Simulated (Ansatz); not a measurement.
Reactions of F2H4OSi2 (`O[SiH](F)[SiH2]F`).

Program: Ansatz. Geometries: PBE0-D4/def2-TZVP. ΔE: electronic, gas phase. CBS: MP2 limit from def2 TZ/QZ plus the TZ coupled-cluster correction, frozen cores. This one scheme is used for every species. DFT in def2-TZVPP. Elements past krypton have def2 core potentials. For Br, I outer-core shells are correlated without core-valence functions, which leaves a few kJ/mol of doubt a bond. Scalar relativity is left out up to krypton. One conformer a species, not always the lowest.

```json
{"reaction": "`O[SiH](F)[SiH2]F` + HBr → `F[SiH2][SiH](F)Br` + H₂O", "PBE-D4 (kcal/mol)": "0.4", "r2SCAN-D4 (kcal/mol)": "2.0"}
{"reaction": "`O[SiH](F)[SiH2]F` + `O[SiH2]S[SiH2]F` → `O[Si@H](F)[Si@H](O)F` + `F[SiH2]S[SiH3]`", "PBE-D4 (kcal/mol)": "-1.9", "r2SCAN-D4 (kcal/mol)": "-1.7"}
{"reaction": "`O[SiH](F)[SiH2]F` + `Cl[SiH2]CI` → `O[SiH](F)[SiH3]` + `FC(I)[SiH2]Cl`", "PBE-D4 (kcal/mol)": "48.9", "r2SCAN-D4 (kcal/mol)": "52.2"}
{"reaction": "`O[SiH](F)[SiH2]F` + `BI` → `F[SiH2]I` + `B[SiH](O)F`", "PBE-D4 (kcal/mol)": "1.8", "r2SCAN-D4 (kcal/mol)": "0.1"}
{"reaction": "`O[SiH](F)[SiH2]F` + `O[SiH2]F` → `O[Si@H](F)[Si@H](O)F` + `F[SiH3]`", "PBE-D4 (kcal/mol)": "1.2", "r2SCAN-D4 (kcal/mol)": "1.6"}
{"reaction": "`O[SiH](F)[SiH2]F` + `[SiH3]N[SiH3]` → `F[SiH2]N([SiH3])[SiH3]` + `O[SiH2]F`", "PBE-D4 (kcal/mol)": "-19.5", "r2SCAN-D4 (kcal/mol)": "-23.3"}
{"reaction": "`O[SiH](F)[SiH2]F` + `C=CC(C)=S` → `C=C[SiH](F)[SiH2]F` + `CC(O)=S`", "PBE-D4 (kcal/mol)": "18.8", "r2SCAN-D4 (kcal/mol)": "20.3"}
{"reaction": "`O[SiH](F)[SiH2]F` + `N[Si]O` → `O[SiH2][SiH](O)F` + `N[Si]F`", "PBE-D4 (kcal/mol)": "-2.1", "r2SCAN-D4 (kcal/mol)": "-2.0"}
{"reaction": "`O[SiH](F)[SiH2]F` + `C[SiH](O)O` → `C[Si@H](O)O[Si@@H](O)F` + `F[SiH3]`", "PBE-D4 (kcal/mol)": "-33.4", "r2SCAN-D4 (kcal/mol)": "-39.3"}
{"reaction": "`O[SiH](F)[SiH2]F` + `N[SiH2]F` → `N[SiH2][SiH2]F` + `O[SiH](F)F`", "PBE-D4 (kcal/mol)": "-2.8", "r2SCAN-D4 (kcal/mol)": "-3.7"}
```

Question: Give the CCSD(T)/CBS values in the same order. (Estimate.)

Answer: Computed: 1.0, -1.6, 55.3, -0.9, 1.7, -25.4, 23.6, -2.1, -40.7, -3.8 kcal/mol.

Largest T1 diagnostic: 0.017, for `C=CC(C)=S`.
